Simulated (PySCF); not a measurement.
Match the calculated data to a structure.

All candidates are C5H5F2NO2.

* UV, strongest line: among the 6 lowest singlet transitions: S2 at 6.39 eV (194 nm, f = 0.018) [TDDFT B3LYP/def2-SVPD]
* UV, first state: lowest singlet excitation: 4.49 eV (276 nm, f = 0.000) [TDDFT B3LYP/def2-SVPD]
* Polarisability: 72.7 au [B3LYP/def2-SVPD]
* Rotational structure: rotational constants A, B, C: 2.859, 0.797, 0.732 GHz [PBE0-D3(BJ)/def2-SVP]
* Dipole: 6.07 D [B3LYP/def2-SVPD]

Gas-phase values; electronic properties from PySCF, density fitting. Levels stand in brackets. One conformer (not necessarily the lowest) at the PBE0-D3(BJ)/def2-SVP geometry, without solvent, vibrations or thermal averaging.

Task: Which candidate is it?
A. `CO/C=C(\C#N)OC(F)F`
B. `N#C[C@@H]1CO[C@@H](F)[C@@H](F)O1`
C. `CC(=O)COC(F)(F)C#N`
D. `N#C[C@]1(OC(F)F)CCO1`

Result: C. It is `CC(=O)COC(F)(F)C#N`. Numbering: `[CH3:1][C:2](=[O:3])[CH2:4][O:5][C:6]([F:7])([F:8])[C:9]#[N:10]`. Its formula, C5H5F2NO2, gives 3 degrees of unsaturation: 0 rings and 3 π bonds in the structure found. S1 is mainly HOMO→LUMO (weight 0.99); the largest Löwdin shares of the orbital it empties are 0.60 on the ketone oxygen, 0.11 on the ketone carbonyl carbon, 0.10 on the sp3 carbon bound to oxygen and 0.10 on the methyl carbon next to a carbonyl, of the orbital it fills 0.38 on the ketone carbonyl carbon, 0.34 on the ketone oxygen, 0.07 on the sp3 carbon bound to oxygen and 0.07 on the methyl carbon next to a carbonyl. The optimised geometry has point group C1 and is an asymmetric top.

The others, at the same levels:
- `N#C[C@@H]1CO[C@@H](F)[C@@H](F)O1` fails: its computed lowest singlet excitation is 7.17 eV (173 nm, f = 0.006) (against 4.49 eV), strongest line among the 6 lowest singlet transitions is S4 at 7.74 eV (160 nm, f = 0.014) (against S2 at 6.39 eV) and static isotropic polarisability is 69.3 au (against 72.7 au).
- `N#C[C@]1(OC(F)F)CCO1` fails: its computed lowest singlet excitation is 6.81 eV (182 nm, f = 0.004) (against 4.49 eV), strongest line among the 6 lowest singlet transitions is S5 at 7.83 eV (158 nm, f = 0.014) (against S2 at 6.39 eV) and static isotropic polarisability is 70.4 au (against 72.7 au).
- `CO/C=C(\C#N)OC(F)F` fails: its computed lowest singlet excitation is 5.40 eV (229 nm, f = 0.368) (against 4.49 eV), static isotropic polarisability is 80.4 au (against 72.7 au) and rotational constant A is 1.980 GHz (against 2.859 GHz).

Each candidate is one conformer, not necessarily the lowest. The conformers computed, where there is a choice (atom-mapped SMILES and torsion angles):
- `[CH3:1][C:2](=[O:3])[CH2:4][O:5][C:6]([F:7])([F:8])[C:9]#[N:10]`: C1–C2–C4–O5 -178°, C2–C4–O5–C6 94°, C4–O5–C6–F7 -51°
- `[N:1]#[C:2][C@:3]1([O:4][CH:5]([F:6])[F:7])[CH2:8][CH2:9][O:10]1`: C2–C3–O4–C5 68°, C3–O4–C5–F6 157°
- `[CH3:1][O:2]/[CH:3]=[C:4](\[C:5]#[N:6])[O:7][CH:8]([F:9])[F:10]`: C1–O2–C3–C4 177°, C3–C4–O7–C8 107°, C4–O7–C8–F9 170°

The conformers of `N#C[C@@H]1CO[C@@H](F)[C@@H](F)O1` aren't listed.
